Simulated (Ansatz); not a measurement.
C₂H₅ClOSn, relaxed with RKS PBE-D4/def2-SVP in Ansatz 0.2.0 from a rough embedded geometry. The force threshold is 0.03 eV/Å; the program also tests the step.

Total charge 0; spin multiplicity 1. Sn takes the def2 core potential. The bonds changed during the relaxation, so this is another structure than the one it started from.

Start:

```xyz
10

C     0.056   -1.693    0.431
Sn    0.139   -0.048   -0.885
O    -1.136    1.381   -0.145
C     0.114    1.928   -0.058
Cl    0.567    1.879    1.719
H    -0.956   -1.921    0.736
H     0.623   -1.391    1.397
H     0.580   -2.533    0.009
H    -0.333   -0.357   -2.553
H     0.346    2.753   -0.650
```

```csv
step,energy (eV),largest force (eV/Å),largest move (Å)
1,-22537.5739,3.414,0.000
2,-22538.0559,1.717,0.115
3,-22538.1565,1.568,0.126
4,-22538.2684,0.883,0.138
5,-22538.3322,1.043,0.185
6,-22538.3818,0.386,0.071
7,-22538.4024,0.405,0.035
8,-22538.4204,0.420,0.095
9,-22538.4291,0.306,0.049
10,-22538.4298,0.193,0.060
11,-22538.4332,0.199,0.057
13,-22538.4403,0.202,0.067
15,-22538.4438,0.074,0.047
17,-22538.4443,0.080,0.017
19,-22538.4446,0.042,0.011
21,-22538.4451,0.036,0.052
23,-22538.4455,0.041,0.034
25 (rejected),-22538.4410,0.287,0.098
27,-22538.4484,0.147,0.095
29,-22538.4697,0.609,0.198
31,-22538.5129,1.459,0.197
33,-22538.5922,0.190,0.191
35,-22538.6088,0.154,0.097
37,-22538.6306,0.140,0.150
39,-22538.6341,0.120,0.072
41,-22538.6377,0.050,0.030
43,-22538.6380,0.017,0.014
```

End:

```xyz
10

C     0.212   -1.943    0.205
Sn    0.591   -0.448   -1.411
O    -0.514    1.260    0.121
C     0.021    2.311    0.376
Cl   -0.671    3.493    1.460
H    -0.745   -1.721    0.718
H     1.036   -1.969    0.944
H     0.123   -2.947   -0.261
H    -1.054   -0.682   -2.111
H     1.001    2.647   -0.042
```

Run time 2.4 min (4 threads of a server CPU on a shared host); peak host memory 0.17 GiB.
